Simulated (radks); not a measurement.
Results of a calculation; reference values are marked as such.
Q: Valence configurations of Au+ (all share [Xe]). Code: a radial shooting solver on a logarithmic mesh with Libxc functionals. Model: non-relativistic Kohn-Sham, LDA (Slater exchange, Perdew-Wang correlation), spin-polarised, spherical densities, point nucleus; open shells are filled with parallel spins first (spin-orbit coupling, left out, can overturn this in heavy ions); relativity is left out, which matters for an element this heavy. Order these by energy: 4f14 5d9.5 6p0.5; 4f12 5d10 6s2; 4f14 5d10; 4f13.5 5d9 6s1 6p0.5; 4f14 5d8 6p2; 4f13 5d10 6s1; 4f12 5d10 6p2; 4f14 5d9 6s1; 4f13 5d10 6p1; 4f14 5d9 6p1.

A: From the lowest, in eV above it: 4f14 5d10 0.000; 4f14 5d9.5 6p0.5 5.098; 4f14 5d9 6s1 5.618; 4f14 5d9 6p1 10.679; 4f14 5d8 6p2 23.461; 4f13.5 5d9 6s1 6p0.5 57.129; 4f13 5d10 6s1 98.747; 4f13 5d10 6p1 103.84; 4f12 5d10 6s2 212.83; 4f12 5d10 6p2 223.48. NIST lists [Xe] 4f14 5d10 as the ground configuration; this level of theory agrees among the configurations tried. The energies are those of spherical high-spin densities, not of single terms. Relativity is left out, which favours d and f over s occupation in heavy atoms.
